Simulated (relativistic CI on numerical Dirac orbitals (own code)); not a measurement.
# V³⁺: resonant inelastic scattering at the L2,3 edge

Computed with this model: Dirac-Coulomb-Breit CI, separate exchange-only KLI orbitals for each configuration, model QED, valence Slater integrals scaled by 0.8, Kramers-Heisenberg scattering through one core-hole configuration in a parametric crystal field; configurations [Ar] 3d2 → [He] 2s2 2p5 3s2 3p6 3d3; 300 K; core-hole width 0.4 eV; summed over polarisations. Incident energies are the highest absorption maxima for each field (at most a few, so the weaker spin-orbit partner edge can be absent), on the computed scale of the free ion. Intensities are in per cent of the strongest line above 0.02 eV; levels within 1 cm⁻¹ are merged; final levels count from the ground level, the first row holds all elastic scattering, lines under 0.4 are left out and each table stops after 24 rows. The scale of the Slater integrals is a model choice and moves the terms in proportion.

Field parameters in Wybourne normalisation: D4h B²₀ = −7Ds, B⁴₀ = 21(Dq − Dt), B⁴₄ = 21√(5/14) Dq; Oh B⁴₀ = 21Dq, B⁴₄ = √(5/14) B⁴₀; Td as Oh with Dq negative (B⁴₀ = 21Dq, B⁴₄ = √(5/14) B⁴₀). The field is a parameter set, without covalency.

S is read from ⟨S²⟩ = S(S + 1).

Oh, 10Dq = 22450 cm⁻¹:

| Final level (eV) | Degeneracy | Irrep | S | 519.6 eV | 520.2 eV | 526.8 eV |
| --- | --- | --- | --- | --- | --- | --- |
| 0.000 | 2 | E | 1.00 | 357.5 | 332.4 | 354.9 |
| 0.001 | 3 | T2 | 1.00 | 21.6 | 52.4 | 13.9 |
| 0.032 | 3 | T1 | 1.00 | 29.0 | 70.9 | 36.0 |
| 0.047 | 1 | A1 | 1.00 | 8.8 | 41.2 | 9.3 |
| 1.517 | 3 | T2 | 0.00 | 10.0 | 15.3 | 53.6 |
| 1.543 | 2 | E | 0.00 | 9.0 | 5.7 | 14.2 |
| 2.574 | 1 | A2 | 1.00 | 9.8 | 2.6 | 15.8 |
| 2.580 | 3 | T2 | 1.00 | 23.2 | 9.4 | 100.0 |
| 2.592 | 5 | E+T1 | 1.00 | 29.2 | 14.5 | 92.4 |
| 3.312 | 1 | A1 | 0.00 | 1.4 | 6.3 | 3.8 |
| 3.965 | 1 | A1 | 1.00 | 2.1 | 4.0 | 11.5 |
| 3.974 | 3 | T1 | 1.00 | 7.0 | 6.5 | 68.5 |
| 3.989 | 3 | T2 | 1.00 | 6.7 | 12.4 | 28.7 |
| 3.990 | 2 | E | 1.00 | 7.5 | 5.8 | 4.4 |
| 4.295 | 3 | T2 | 0.01 | 13.1 | 10.8 | 35.3 |
| 4.672 | 3 | T1 | 0.00 | 3.9 | 12.1 | 32.1 |
| 5.370 | 3 | T2 | 1.00 | 2.2 | 0.9 | 11.8 |
| 7.053 | 2 | E | 0.00 | 0.8 | 0.5 | 8.7 |

Td, 10Dq = -8000 cm⁻¹:

| Final level (eV) | Degeneracy | Irrep | S | 518.9 eV | 524.6 eV | 526.4 eV |
| --- | --- | --- | --- | --- | --- | --- |
| 0.000 | 3 | T2 | 1.00 | 1007.7 | 232.6 | 452.1 |
| 0.982 | 1 | A2 | 1.00 | 5.8 | 0.4 | 8.1 |
| 0.987 | 3 | T2 | 1.00 | 16.7 | 53.4 | 100.0 |
| 0.995 | 2 | E | 1.00 | 4.2 | 1.3 | 42.2 |
| 0.999 | 3 | T1 | 1.00 | 15.9 | 25.1 | 46.6 |
| 1.586 | 2 | E | 0.31 | 25.0 | 29.2 | 65.6 |
| 1.636 | 3 | T2 | 1.00 | 26.4 | 20.3 | 42.9 |
| 1.649 | 2 | E | 0.86 | 9.3 | 0.9 | 52.4 |
| 1.666 | 3 | T1 | 1.00 | 4.7 | 22.7 | 24.9 |
| 1.679 | 1 | A1 | 1.00 | 0.0 | 0.9 | 57.3 |
| 2.537 | 3 | T2 | 0.02 | 15.8 | 5.4 | 49.6 |
| 2.628 | 1 | A1 | 0.00 | 5.1 | 1.3 | 62.9 |
| 2.922 | 1 | A1 | 1.00 | 0.6 | 2.8 | 27.6 |
| 2.931 | 3 | T1 | 1.00 | 1.3 | 17.4 | 12.9 |
| 2.947 | 2 | E | 1.00 | 2.4 | 7.1 | 6.2 |
| 2.950 | 3 | T2 | 0.99 | 2.4 | 56.9 | 4.7 |
| 3.080 | 3 | T1 | 0.00 | 4.4 | 34.1 | 33.6 |
| 3.815 | 2 | E | 0.00 | 0.9 | 1.1 | 2.8 |
| 3.864 | 3 | T2 | 0.00 | 2.3 | 2.1 | 16.2 |
| 6.614 | 1 | A1 | 0.00 | 0.2 | 4.2 | 15.7 |

D4h, 10Dq = 27950, Ds = 2080, Dt = 80 cm⁻¹:

```
Final level (eV)  Degeneracy  Irrep     S  519.8 eV  526 eV  527 eV
           0.000           1     A1  1.00     569.5   511.9   251.8
           0.001           2      E  1.00      32.5    11.9    12.7
           0.666           1     B1  1.00       0.8     2.6     3.6
           0.667           1     B2  1.00       4.2     4.3     3.3
           0.682           2      E  1.00       8.0    17.7    15.3
           0.696           1     A2  1.00       5.8    38.3     9.0
           0.696           1     A1  1.00       8.0    54.8     9.5
           1.478           1     B2  0.00       1.0     3.1    11.4
           1.496           1     B1  0.00       1.6     5.6     6.1
           2.192           1     A1  0.00       2.0     2.2    14.2
           2.194           2      E  0.00       3.3    20.7     5.9
           3.469           1     B1  1.00       5.6    36.4    18.9
           3.469           3   A1+E  1.00      28.2    95.1   100.0
           3.469           1     A2  1.00       5.2    52.1     1.0
           3.470           1     B2  1.00       2.1    22.6     5.1
           3.582           2      E  1.00      11.8    29.1     9.1
           3.583           1     B1  1.00       7.8    10.4     3.0
           4.061           1     A1  0.00       6.1    13.4     7.6
           4.727           1     A1  1.00      10.9    29.9     9.6
           4.728           3   A2+E  1.00      16.9    59.1    43.7
           4.729           1     B2  1.00       9.6    18.6    18.0
           4.729           1     B1  1.00       6.3    23.7     4.1
           4.822           2      E  0.01      10.9    11.4    22.3
           5.277           1     B2  0.00       0.6     2.8     1.0
```

For the first field the strongest loss at the lowest incident energy is the level at 2.59 eV (S = 1.00, against 1.00 in the thermal ground state). Levels of other spin, the first over 8 % at 1.52 eV, appear because spin-orbit coupling of the core hole, and in heavier ions of the valence shell too, mixes spins.
